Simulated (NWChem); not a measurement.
# What each level costs for sulfur difluoride (F$_{2}$S)

```
S
F 1 1.6118
F 1 1.6118 2 99.21
```
Charge 0, spin multiplicity 1.

All runs are NWChem calculations. The geometry was optimised at PBE0/def2-SVP, a minimum by its harmonic frequencies.

Basis set: cc-pVTZ (94 functions). Each entry is one whole single-point run; the coupled-cluster runs use the TCE module, and the SCF and DFT modules converge to different thresholds.

The correlated methods keep 7 core orbitals frozen. B3LYP has NWChem's definition, with VWN1-RPA local correlation.

**Question.** Roughly how much processor time does each of these take, relative to RHF: MP2, RI-MP2, B2PLYP, PBE, B3LYP, TPSS, CR-CCSD(T)?

**Answer.** B3LYP about the same, within a factor of 3; RI-MP2 about the same, within a factor of 3; PBE about the same, within a factor of 3; TPSS about the same, within a factor of 3; MP2 about 3; B2PLYP about 4; CR-CCSD(T) about 20 (rough ratios from shared machines).
